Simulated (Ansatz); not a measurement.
`[SiH3][N]([SiH3])[GeH3]` + `[OH][GeH2][SiH3]` → `[OH][GeH]([SiH3])[SiH3]` + `[SiH3][NH][GeH3]`  (formal exchange of groups at the Si–N bond)

Computed with Ansatz on PBE0-D4/def2-TZVP structures; ΔE is electronic, products minus reactants. CCSD(T)/CBS is the MP2 limit (def2-TZVPP, def2-QZVPP) plus CCSD(T) − MP2 in def2-TZVPP, frozen cores. DFT in def2-TZVPP. B3LYP here is the variant with VWN-RPA as its local correlation; programs differ in this. For Ge outer-core shells are correlated without core-valence functions, which leaves a few kJ/mol of doubt a bond. Scalar relativity is left out up to krypton. Each species was taken in one conformer, which may not be the lowest.

`[SiH3][N]([SiH3])[GeH3]`:

Z-matrix (Å, degrees):
```
Si
N 1 1.728
H 1 1.490 2 112.2
H 1 1.486 2 108.7 3 120.3
H 1 1.489 2 110.2 3 -119.4
Si 2 1.728 1 124.1 3 -105.9
Ge 2 1.858 1 118.0 3 70.0
H 6 1.485 2 109.8 1 -28.4
H 6 1.490 2 112.6 1 92.6
H 6 1.489 2 108.7 1 -148.5
H 7 1.537 2 108.4 1 -137.7
H 7 1.537 2 109.6 1 102.0
H 7 1.537 2 107.2 1 -18.0
```

`[OH][GeH2][SiH3]`:

Cartesian coordinates in Å:
```
O -1.462 1.485 -0.455
Ge -0.962 -0.228 -0.301
Si 1.365 -0.353 0.227
H -1.393 1.963 0.374
H -1.822 -0.911 0.787
H -1.297 -0.827 -1.675
H 1.775 -1.771 0.409
H 1.622 0.386 1.493
H 2.175 0.256 -0.860
```

`[OH][GeH]([SiH3])[SiH3]`:

```xyz
12

O     0.552   -1.910   -0.842
Ge   -0.143   -0.671    0.260
Si    1.756    0.481    1.120
Si   -1.650    0.726   -0.967
H    -0.117   -2.504   -1.189
H    -0.917   -1.395    1.391
H     1.285    1.535    2.059
H     2.497    1.125    0.006
H     2.655   -0.453    1.844
H    -2.685   -0.107   -1.638
H    -0.908    1.495   -2.000
H    -2.324    1.679   -0.044
```

`[SiH3][NH][GeH3]`:

Z-matrix (Å, degrees):
```
Si
N 1 1.718
H 1 1.489 2 110.3
H 1 1.486 2 107.3 3 119.9
H 1 1.492 2 114.2 3 -120.6
Ge 2 1.839 1 127.5 3 -145.3
H 2 1.009 1 117.0 3 48.6
H 6 1.538 2 108.4 1 146.5
H 6 1.534 2 106.7 1 26.5
H 6 1.543 2 111.7 1 -93.5
```

CCSD(T)/CBS gives +41.7 kJ/mol.

Question: Another level gave +44.7 kJ/mol. Which?
A. B3LYP-D4/def2-TZVPP
B. revPBE-D4/def2-TZVPP
C. SCS-MP2/def2-TZVPP
D. BHLYP-D4/def2-TZVPP

Answer: D. BHLYP-D4 44.7, revPBE-D4 28.3, B3LYP-D4 37.4, SCS-MP2/def2-TZVPP 49.4 kJ/mol.

Largest T1 diagnostic among the species: 0.013.

From BLYP to BHLYP (50 % exact exchange), in def2-TZVPP and without D4, ΔE moves by +14.0 kJ/mol. Leaving LDA and LC-ωPBE aside and taking each functional with its dispersion term where it has one, the values, not all of them listed here, spread over 20.2 kJ/mol, from PBE-D4 to BHLYP-D4. LDA lies +8.2 kJ/mol from PBE without D4.
